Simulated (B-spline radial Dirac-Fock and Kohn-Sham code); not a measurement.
# Ge⁺ 3d3/2: cross section and angular parameters

System: Ge⁺, configuration [Ar] 3d10 4s2 4p1; threshold 47.76 eV (orbital energy of the model). Model: Dirac-Hartree-Slater photoionisation with a Latter tail; cross sections with all multipoles, angular parameters from the dipole term and its interference with E2. Program: an atomic code on a B-spline grid.

For linearly polarised light dσ/dΩ = σ/(4π) [1 + β P₂(cos θ) + (δ + γ cos²θ) sin θ cos φ], with θ from the polarisation vector and φ the angle between the beam and the projection of the electron momentum on the plane normal to the polarisation.

| hν (eV) | σ (kb) | β | γ | δ |
| --- | --- | --- | --- | --- |
| 60 | 1670 | 0.027 | -0.005 | 0.007 |
| 82.5 | 2950 | 0.086 | -0.008 | 0.011 |
| 90 | 3080 | 0.171 | -0.008 | 0.012 |
| 94.3 | 3110 | 0.217 | -0.007 | 0.012 |
| 110 | 3060 | 0.371 | -0.004 | 0.014 |
| 134 | ? | ? | ? | ? |
| 139 | 2700 | 0.589 | 0.002 | 0.017 |
| 224 | 1420 | 0.938 | 0.028 | 0.023 |
| 343 | 591 | 1.130 | 0.076 | 0.030 |
| 444 | 314 | 1.194 | 0.125 | 0.035 |
| 534 | 191 | 1.217 | 0.170 | 0.040 |
| 600 | 138 | 1.222 | 0.203 | 0.043 |
| 800 | 59.0 | 1.206 | 0.299 | 0.053 |
| 851 | 48.8 | 1.198 | 0.322 | 0.055 |
| 904 | 40.4 | 1.188 | 0.345 | 0.058 |
| 1210 | 15.8 | 1.121 | 0.464 | 0.073 |
| 1253.6 | 14.0 | 1.111 | 0.479 | 0.076 |
| 1330 | 11.5 | 1.094 | 0.504 | 0.080 |
| 1360 | 10.7 | 1.087 | 0.513 | 0.081 |
| 1486.9 | 7.89 | 1.058 | 0.551 | 0.088 |
| 1750 | 4.48 | 1.002 | 0.620 | 0.102 |
| 1990 | 2.84 | 0.954 | 0.673 | 0.115 |
| 2984.4 | 0.643 | 0.798 | 0.829 | 0.168 |
| 3850 | 0.243 | 0.703 | 0.919 | 0.213 |
| 6000 | 0.0418 | 0.550 | 1.060 | 0.315 |
| 7500 | 0.0167 | 0.478 | 1.115 | 0.380 |
| 9170 | 0.00721 | 0.417 | 1.152 | 0.447 |
| 11400 | 0.00285 | 0.354 | 1.176 | 0.530 |
| 11800 | 0.00246 | 0.344 | 1.178 | 0.545 |
| 12000 | 0.00229 | 0.339 | 1.178 | 0.552 |

Q: Give the values at 134 eV.

A: σ = 2770 kb, β = 0.557, γ = 0.001, δ = 0.017.

Values without a named source are computed, but for edge energies of neutral atoms, which are taken from tables.
